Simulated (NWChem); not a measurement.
Species: CH$_{4}$MgS; SMILES C[S][MgH]

```xyz
7

Mg    -0.1740    -1.6519     0.0000
H     -0.7670    -3.2502     0.0000
S      0.6936     0.5087     0.0000
C     -0.8166     1.5760     0.0000
H     -0.4660     2.6260     0.0000
H     -1.4385     1.4256     0.9040
H     -1.4385     1.4256    -0.9040
```
Atoms are numbered in this order, from 1.

Results from NWChem. Coordinates come from a PBE-D3(BJ)/def2-SVP optimisation. Level B3LYP/def2-SVP: energy and gradient on several grids; changes count from the extra-fine grid, which is no exact limit either.

```csv
grid,size of the energy change (μHa),largest change of a gradient component (μHa/bohr)
xcoarse,700,3000
coarse,< 10,300
medium,< 10,< 30
fine,< 10,< 30
xfine,< 10,< 30
```
